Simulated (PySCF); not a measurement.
## Energy of Cs+ (caesium, charge +1) between two integer charges

The 5p beta orbital of [Xe] is emptied in steps (occupation f), with all orbitals relaxed, ending at [Kr] 4d10 5s2 5p5. All numbers are calculated (PySCF 2.14, scalar relativity through the core potential, in def2-TZVPPD with the def2 core potential (46 electrons)). The exact energy is a straight line in f; departures are measured from the line between the end points of the same method.

Among UHF, LDA, PBE, PBE0, r2SCAN, LC-wPBE, BHandHLYP, wB97X, BLYP, HSE06, which shows the largest delocalisation error (convex curve), and which is closest to linear?

Most convex: LDA (-1.171 eV at f = 0.4); closest to linear: LC-wPBE (-0.137 eV).

```json
{"f": "1", "UHF (eV)": "0.000", "LDA (eV)": "0.000", "PBE (eV)": "0.000", "PBE0 (eV)": "0.000", "r2SCAN (eV)": "0.000", "LC-wPBE (eV)": "0.000", "BHandHLYP (eV)": "0.000", "wB97X (eV)": "0.000", "BLYP (eV)": "0.000", "HSE06 (eV)": "0.000"}
{"f": "0.8", "UHF (eV)": "0.118", "LDA (eV)": "-0.780", "PBE (eV)": "-0.764", "PBE0 (eV)": "-0.549", "r2SCAN (eV)": "-0.717", "LC-wPBE (eV)": "-0.097", "BHandHLYP (eV)": "-0.336", "wB97X (eV)": "-0.167", "BLYP (eV)": "-0.764", "HSE06 (eV)": "-0.614"}
{"f": "0.6", "UHF (eV)": "0.173", "LDA (eV)": "-1.171", "PBE (eV)": "-1.143", "PBE0 (eV)": "-0.821", "r2SCAN (eV)": "-1.060", "LC-wPBE (eV)": "-0.142", "BHandHLYP (eV)": "-0.505", "wB97X (eV)": "-0.252", "BLYP (eV)": "-1.145", "HSE06 (eV)": "-0.918"}
{"f": "0.4", "UHF (eV)": "0.170", "LDA (eV)": "-1.171", "PBE (eV)": "-1.138", "PBE0 (eV)": "-0.817", "r2SCAN (eV)": "-1.039", "LC-wPBE (eV)": "-0.137", "BHandHLYP (eV)": "-0.506", "wB97X (eV)": "-0.254", "BLYP (eV)": "-1.143", "HSE06 (eV)": "-0.914"}
{"f": "0.2", "UHF (eV)": "0.111", "LDA (eV)": "-0.780", "PBE (eV)": "-0.754", "PBE0 (eV)": "-0.541", "r2SCAN (eV)": "-0.676", "LC-wPBE (eV)": "-0.087", "BHandHLYP (eV)": "-0.339", "wB97X (eV)": "-0.171", "BLYP (eV)": "-0.759", "HSE06 (eV)": "-0.605"}
{"f": "0", "UHF (eV)": "0.000", "LDA (eV)": "0.000", "PBE (eV)": "0.000", "PBE0 (eV)": "0.000", "r2SCAN (eV)": "0.000", "LC-wPBE (eV)": "0.000", "BHandHLYP (eV)": "0.000", "wB97X (eV)": "0.000", "BLYP (eV)": "0.000", "HSE06 (eV)": "0.000"}
```

```csv
method,E(f=0) − E(f=1) (eV),−ε at f=1 (eV),−ε at f=0.4 (eV)
UHF,22.668,23.418,22.511
LDA,23.603,18.733,24.582
PBE,23.531,18.749,24.510
PBE0,23.605,20.167,24.310
r2SCAN,23.680,19.160,24.666
LC-wPBE,23.650,23.035,23.791
BHandHLYP,23.522,21.426,23.937
wB97X,23.643,22.604,23.845
BLYP,23.375,18.596,24.342
HSE06,23.601,19.756,24.387
```

Reference removal energy between the ground levels: 23.157 eV (measured; NIST Atomic Spectra Database, ionization energies). The calculation has no spin-orbit coupling. UHF lacks correlation.
